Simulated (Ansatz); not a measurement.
One change: `C[S][Ag]` becomes `C[S][Au]`.

Ansatz, PBE0-D4/def2-TZVP geometries, multiplicity 1. 

Elements past krypton have def2 core potentials.

```json
{"property": "LUMO energy (PBE0/def2-TZVPP) / eV", "`C[S][Ag]`": "-2.57"}
{"property": "HOMO–LUMO gap (PBE0/def2-TZVPP) / eV", "`C[S][Ag]`": "3.27"}
{"property": "LUMO energy (PBE/def2-TZVPP) / eV", "`C[S][Ag]`": "-3.37"}
{"property": "HOMO energy (B3LYP/def2-TZVPP) / eV", "`C[S][Ag]`": "-5.71"}
{"property": "size of the dipole moment (B3LYP/def2-TZVPP) / D", "`C[S][Ag]`": "3.38"}
{"property": "size of the dipole moment (PBE/def2-TZVPP) / D", "`C[S][Ag]`": "2.95"}
```

What does the change do to each property? (Best estimate.)

Computed: 
| property | `C[S][Au]` | shift |
| --- | --- | --- |
| LUMO energy (PBE0/def2-TZVPP) / eV | -2.92 | -0.35 |
| HOMO–LUMO gap (PBE0/def2-TZVPP) / eV | 3.35 | 0.08 |
| LUMO energy (PBE/def2-TZVPP) / eV | -3.76 | -0.39 |
| HOMO energy (B3LYP/def2-TZVPP) / eV | -6.11 | -0.40 |
| size of the dipole moment (B3LYP/def2-TZVPP) / D | 1.93 | -1.45 |
| size of the dipole moment (PBE/def2-TZVPP) / D | 1.73 | -1.22 |

With PBE0 the HOMO falls by 0.42 eV and the LUMO falls by 0.35 eV, so the gap widens by about 0.07 eV. PBE moves the HOMO by -0.35 eV and ωB97M-V by -0.46 eV. Dipoles are sizes alone; their direction can turn.

B3LYP here is the variant with VWN-RPA as its local correlation; programs differ in this.
